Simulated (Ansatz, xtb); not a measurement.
## Ligand exchange: SiH3Br + C2H8Si → SiH3(SiH3) + C2H5Br

Species: SiH3Br `[SiH3]Br`, singlet; C2H8Si `CC[SiH3]`, singlet; SiH3(SiH3) (disilane), singlet; C2H5Br (bromoethane) `CCBr`, singlet. The partners trade Br for SiH3: Si–Br and C–SiH3 bonds give way to Si–SiH3 and C–Br.

Shapes, held fixed at every level: PBE0-D4/def2-TZVP. Programs: Ansatz 0.2.0, xtb 6.7.1. The zero-point and thermal change to 298 K, harmonic and unscaled (PBE0-D4/def2-TZVP), is -1.1 kJ/mol.

Task: Estimate ΔH(298 K) of this reaction.

Result: The highest level, CCSD(T)/def2-TZVPP, gives ΔH(298 K) = +120.1 kJ/mol; the levels span +109.4 to +153.2. The column of differences is taken from that level and isn't an error. No measured value is set beside it here. Relativity is left out for Br. Outer-core shells of Br are correlated, in sets that cover them unevenly. Times are processor times on shared x86 and Arm servers, and rough.

```csv
level,kind,ΔH(298 K) (kJ/mol),less CCSD(T)/def2-TZVPP,CPU time (sum over the molecules)
GFN0-xTB,semi-empirical,+153.2,+33.1,0.14 s
HF/def2-TZVPP,Hartree–Fock,+134.8,+14.7,–
SPW92/def2-TZVPP,LDA,+109.4,-10.7,11 s
r2SCAN-D4/def2-TZVPP,meta-GGA,+120.2,+0.1,33 s
PBE0-D4/def2-TZVPP,global hybrid,+116.0,-4.1,18 s
B2PLYP/def2-TZVPP,double hybrid,+123.4,+3.3,31 s
CCSD(T)/def2-SVP,coupled cluster or CI,+121.1,+1.0,14 s
CCSD(T)/def2-TZVPP,coupled cluster or CI,+120.1,0.0,4 min
```
